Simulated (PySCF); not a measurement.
A structure optimised at r2SCAN-D4/def2-SVP, used in a PySCF frequency run:

```
Sc
F 1 1.8278
F 1 1.8278 2 120.00
F 1 1.8278 2 120.00 3 180.00
```

Write its SMILES, formula and point group.

[F][Sc]([F])[F], F₃Sc, D3h

What are its rotational constants (standard atomic weights)?

5.3080, 5.3080, 2.6540 GHz
